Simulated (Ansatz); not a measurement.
One change: `FCO[SiH2]F` becomes `CO[SiH2]F`.

Ansatz, PBE0-D4/def2-TZVP geometries, multiplicity 1. Each molecule was computed in one conformer, which needn't be the lowest.

| property | `FCO[SiH2]F` |
| --- | --- |
| HOMO–LUMO gap (PBE/def2-TZVPP) / eV | 7.15 |
| ideal-gas entropy at 298 K and 1 bar (rigid rotor, harmonic PBE0-D4/def2-TZVP) / J/(mol·K) | 339 |
| LUMO energy (PBE/def2-TZVPP) / eV | -0.45 |
| HOMO–LUMO gap (B3LYP/def2-TZVPP) / eV | 9.23 |
| LUMO energy (ωB97M-V/def2-TZVPP) / eV | 2.14 |
| HOMO–LUMO gap (ωB97M-V/def2-TZVPP) / eV | 13.82 |

(1) Give the same properties after the change, and the shifts. (Best estimate.)

Results:

(1) Ansatz gave: 
| property | `CO[SiH2]F` | shift |
| --- | --- | --- |
| HOMO–LUMO gap (PBE/def2-TZVPP) / eV | 7.14 | -0.01 |
| ideal-gas entropy at 298 K and 1 bar (rigid rotor, harmonic PBE0-D4/def2-TZVP) / J/(mol·K) | 319 | -20 |
| LUMO energy (PBE/def2-TZVPP) / eV | -0.08 | 0.37 |
| HOMO–LUMO gap (B3LYP/def2-TZVPP) / eV | 9.10 | -0.13 |
| LUMO energy (ωB97M-V/def2-TZVPP) / eV | 2.43 | 0.29 |
| HOMO–LUMO gap (ωB97M-V/def2-TZVPP) / eV | 13.61 | -0.21 |

With PBE0 the HOMO rises by 0.47 eV and the LUMO rises by 0.35 eV, so the gap narrows by about 0.12 eV. PBE moves the HOMO by 0.38 eV and ωB97M-V by 0.48 eV. Modes under 60 cm⁻¹, often nearly free rotors, make the harmonic entropy too high.

B3LYP here is the variant with VWN-RPA as its local correlation; programs differ in this.
